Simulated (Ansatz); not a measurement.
Geometry optimisation, Ansatz 0.2.0, RKS r2SCAN-D4/def2-SVP.

input.yaml

```yaml
crystal:
  periodic: [false, false, false]
  atoms:
    - { symbol: Ga, position_ang: [0.313267, -0.000317, -0.080994] }
    - { symbol: O, position_ang: [0.849259, -0.135473, 1.608998] }
    - { symbol: H, position_ang: [0.205795, -0.229087, 2.325907] }
    - { symbol: H, position_ang: [1.819624, 0.092514, -0.419241] }
    - { symbol: H, position_ang: [-1.142644, -0.009037, -0.60627] }
basis:
  gaussian: { orbitals: def2-SVP }
hamiltonian:
  xc: r2scan
  dispersion: d4
relax:
  f_tol: 0.03
  max_steps: 50
```

Launched with:

```bash
$ ansatz run input.yaml --threads 1 --pin off --max-ram 2048MiB --backend cpu --events-out ev --progress --plain --runs-dir out
```

Problem. Where does it end, and by what steps?

Solution. The run converged. After 5 steps the energy has fallen by 0.398 eV; H4 moved furthest, 0.39 Å.

```tsv
step	energy less start (eV)	largest force component (eV/Å)	accepted
0	0.0000	1.203	yes
1	-0.2880	0.617	yes
2	-0.3752	0.346	yes
3	-0.3901	0.355	yes
4	-0.3967	0.124	yes
5	-0.3975	0.019	yes
```

```xyz
5
Properties=species:S:1:pos:R:3
Ga 0.484 -0.002 0.020
O 0.785 -0.155 1.775
H -0.015 -0.236 2.312
H 1.790 0.128 -0.809
H -0.999 -0.017 -0.468
```

Whether the end is a true minimum wasn't checked by a vibrational analysis.

The run took 14 s on 1 thread of Arm Neoverse V2, with other jobs on the host, peak memory 0.12 GiB.
